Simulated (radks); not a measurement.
Problem. Isoelectronic series with 56 electrons, all held in the configuration [Xe] 6s2, which need not be the ground one along the series. Method: Dirac Kohn-Sham, PBE, spin-unpolarised, spherical densities, finite nucleus; Fermi nuclear charge, rms radius of each element as measured or else 0.836 A^(1/3) + 0.57 fm; computed with a radial shooting solver on a logarithmic mesh with Libxc functionals. Total energies (hartree) and mean radii <r> (bohr):

| ion | E (hartree) | 6s1/2 | 5p3/2 |
|---|---|---|---|
| Ba | -8138.9916 | 4.792 | 1.948 |
| Ce2+ | -8863.7344 | 3.417 | 1.688 |
| Nd4+ | -9624.3689 | 2.802 | 1.502 |
| Gd8+ | -11254.9497 | 2.144 | 1.245 |
| Dy10+ | -12125.9554 | 1.935 | 1.151 |
| Er12+ | -13034.8958 | 1.769 | 1.072 |
| Yb14+ | -13982.4028 | 1.631 | 1.004 |
| Hf16+ | -14969.2164 | 1.516 | 0.9449 |

Estimate the row of Sm6+.

Solution. E (hartree) -10421.2643; 6s1/2 2.418; 5p3/2 1.359.
